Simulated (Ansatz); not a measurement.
CH3O3Re, singlet, at a GFN2-xTB geometry (such geometries of metal compounds can be far from the true shape) (core potentials on Re); Ansatz (a quantum-chemistry and plane-wave program) with PBE0/def2-SVP.

The Ansatz input:
Ansatz 0.2 input:
```yaml
crystal:
  periodic: [false, false, false]
  atoms:
    - {symbol: Re, position_ang: [0.06874118, -0.12694771, -0.06206747]}
    - {symbol: O, position_ang: [1.20409994, 0.71141375, -0.92250863]}
    - {symbol: O, position_ang: [0.49430691, -0.80148520, 1.38573825]}
    - {symbol: O, position_ang: [-1.28320559, -0.67670116, -0.83812129]}
    - {symbol: C, position_ang: [-0.89001532, 1.64363512, 0.80360865]}
    - {symbol: H, position_ang: [-0.15488768, 2.19502798, 1.39106321]}
    - {symbol: H, position_ang: [-1.71349648, 1.32519993, 1.44394246]}
    - {symbol: H, position_ang: [-1.26872215, 2.27322082, -0.00246365]}
basis:
  gaussian:
    orbitals: def2-SVP
hamiltonian:
  xc: pbe0
```

Output, abridged:

```
Functional definition: PBE0
1091 factors; their error is unknown
mean field evaluation 1: about -9324.4849 eV, gradient 1.1e2 eV
mean field evaluation 2: about -9217.4136 eV, gradient 2.5e2 eV
mean field evaluation 4: about -9344.9504 eV, gradient 1.2e1 eV
mean field evaluation 8: about -9345.2954 eV, gradient 1.5e-1 eV
mean field evaluation 16: about -9345.3719 eV, gradient 1.1e-4 eV
mean field -9345.37187640 eV, -343.4360819372 hartree, gradient 2.0e-5 eV, S^2 0.000000; 0 other end points of the search recorded, 0 dependent functions left out
reference -9345.37191767 eV, -343.4360834538 hartree; 24, 24 occupied and 79, 79 virtual orbitals, 1091 factors
Total energy: -9345.37191767 eV, -343.4360834538 hartree
```
